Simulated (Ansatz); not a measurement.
Calculated with Ansatz (gas phase, PBE0-D4/def2-TZVP geometries, no zero-point term in ΔE). CCSD(T)/CBS is the MP2 limit (def2-TZVPP, def2-QZVPP) plus CCSD(T) − MP2 in def2-TZVPP, frozen cores. This one scheme is used for every species, atoms too. Functionals use def2-TZVPP. No spin–orbit coupling; open shells (•) take unrestricted orbitals. Spin–orbit coupling would lower the free atoms: a little for C, Si; strongly for Sn. Elements past krypton have def2 core potentials. For Sn outer-core shells are correlated without core-valence functions, so the limit isn't a true one: a few kJ/mol of doubt a bond, and 10 to 20 or more in all where bonds break to atoms.

Reaction (atomization): `[SiH3]/N=[CH]\[SnH3]` → C• + 7 H• + N• + Si• + Sn•

```tsv
level	ΔE (kJ/mol)
PBE0	3288.4
MP2/def2-TZVPP	3238.5
MP2/def2-QZVPP	3294.5
HF/CBS(def2)	2348.5
```

(1) What does CCSD(T)/CBS give? (Best estimate.)

Largest T1 diagnostic among the species: 0.015.

## Answers

(1) The calculation gave: +3351.1 kJ/mol. The listed levels differ from it by -62.7, -112.6, -56.6, -1002.6 kJ/mol.

In def2-TZVPP, CCSD(T) changes the Hartree–Fock value by +917.8 kJ/mol (the triples alone add +52.9 kJ/mol) and MP2 by +898.5 kJ/mol; breaking electron pairs costs correlation energy, which Hartree–Fock lacks. From PBE to PBE0 (25 % exact exchange), in def2-TZVPP and without D4, ΔE moves by −50.7 kJ/mol: exact exchange takes away binding that semilocal exchange gives to molecules. The D4 term adds +41.0 kJ/mol with B3LYP and +21.6 kJ/mol with PBE0; it sums over pairs of atoms, weighted by their polarisabilities, and B3LYP, whose exchange is more repulsive, gets the larger term.

B3LYP here is the variant with VWN-RPA as its local correlation; programs differ in this.

For atomizations the MP2-based limit and the directly extrapolated one differ by several kJ/mol either way, and by 10 to 25 for some Ge, Se and Sn compounds, so smaller differences from it don't rank the levels.
